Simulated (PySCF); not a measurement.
**Computed data sheet: `C(P(N)C(F)(F)F)(F)(F)F`**

C2H2F6NP.
Structure used (PBE0-D3(BJ)/def2-SVP), in Å, numbered top down from 1:
```xyz
12
C2H2F6NP angstrom
N     -0.9422    1.4145    0.1749
P     -0.3619    0.2609   -0.8920
C     -0.8748   -1.2906    0.0663
F     -0.6414   -1.2021    1.3795
F     -2.1855   -1.4734   -0.0922
F     -0.2436   -2.3695   -0.3923
C      1.4691    0.2189   -0.3877
F      1.6505    0.3435    0.9318
F      2.0711   -0.8999   -0.7819
F      2.0853    1.2522   -0.9674
H     -0.6479    1.4515    1.1455
H     -1.3407    2.2680   -0.1917
```

Structural features include: CF3 group and C–F bond.

From PBE0-D3(BJ)/def2-SVP geometry optimisation, gas phase (PySCF):

```
Rotational constants A, B, C : 1.770, 0.924, 0.801 GHz
```

From PBE0/def2-SVPD ground state and vertical TDDFT (core frozen in the response) (PySCF):

```
Dipole moment                                                     : 2.82 D
HOMO energy                                                       : -8.52 eV
LUMO energy                                                       : -0.48 eV
HOMO–LUMO gap                                                     : 8.04 eV
Lowest singlet excitation                                         : 6.53 eV (190 nm, f = 0.002)
Strongest line among the 6 lowest singlet transitions             : S4 at 7.59 eV (163 nm, f = 0.101)
Static isotropic polarisability                                   : 62.8 au
Electronic spatial extent ⟨r²⟩ about the centre of nuclear charge : 1413 bohr²
```

Monoisotopic mass from the formula: 184.9829 u.

The largest Löwdin shares of the LUMO are 0.36 on P2, 0.15 on N1, 0.09 on H12 and 0.08 on H11. The polarisability is 9.30 Å³ as a volume (1 au = 0.148185 Å³), or 0.70 au for each of the 90 electrons. The principal polarisabilities are 56.5, 65.7 and 66.0 au; their mean is the isotropic value. The rotational constants make it an asymmetric top with κ = (2B − A − C)/(A − C) = -0.75, nearer the prolate limit (−1).

One conformer stands for the species.
